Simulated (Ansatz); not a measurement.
Born–Oppenheimer molecular dynamics of BBrCl$_{2}$H$_{2}$O (7 atoms, charge 0, multiplicity 1). It starts at the highest image of a converged band, a first-order saddle point between two minima.

Theory: RKS PBE-D4/def2-SVP in Ansatz.

- ensemble: NVE (velocity Verlet)
- time step: 0.5 fs
- steps asked: 200
- starting velocities drawn for: 300 K
- seed: 7973

First frame:

```xyz
7
Properties=species:S:1:pos:R:3
B -0.120 -0.606 0.078
Br 2.017 0.543 -0.186
Cl -0.135 -1.928 -1.087
Cl -0.368 -0.919 1.811
H 0.457 1.095 -0.535
O -0.723 0.670 -0.420
H -1.127 1.145 0.339
```

(1) How far do the bonds stretch over the last three quarters of this one trajectory? (Pairs bonded in most of those frames.)

Answers

(1) 
```
  bond  mean (Å)  spread (Å)  shortest  longest
B1–Cl3     1.764       0.034      1.71     1.82
B1–Cl4     1.786       0.030      1.73     1.83
 B1–O6     1.356       0.010      1.34     1.37
Br2–H5     1.455       0.055      1.37     1.53
 O6–H7     0.976       0.005      0.97     0.98
```

Mean temperature of the second half: 1159 K. The conserved energy stayed within 0.095 meV per atom of its start (net change -0.028 meV per atom), so the integration is sound. The system heated up, since it started high on the potential surface and ran downhill. A run of 0.1 ps of so small a system gives no equilibrium averages. The orbitals stay closed-shell, which can raise the energy where a bond breaks towards radicals; this wasn't checked here.

The run took 3.9 min on 2 threads of Intel(R) Xeon(R) Platinum 8488C (Sapphire Rapids), with other jobs on the host, peak memory 0.16 GiB.
